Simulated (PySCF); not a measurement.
InF₂I, SMILES [F][In]([F])[I].

Geometry: r2SCAN-D4/def2-SVP. The def2 effective core potentials stand for the cores of I, In; spin–orbit coupling is left out.

All values below come from PBE0/def2-TZVPD run with PySCF.

Gas-phase values at a fixed geometry.

### Question
Estimate the frontier levels, gap, dipole moment and polarisability. (The exact figures need the calculation; the answer reports its results.)

### Answer

```json
{
  "highest_occupied_level": "-8.59 eV",
  "lowest_empty_level": "-3.37 eV",
  "orbital_gap": "5.22 eV",
  "dipole_moment": "0.533 e·Å",
  "quadrupole, principal values (traceless, Buckingham form, about the centre of nuclear charge)": "-7.90, -3.63, 11.54 D·Å",
  "mean_static_polarisability": "69.0 bohr³ (10.22 Å³)",
  "polarisability_principal_values": "52.7, 62.1, 92.0 bohr³"
}
```
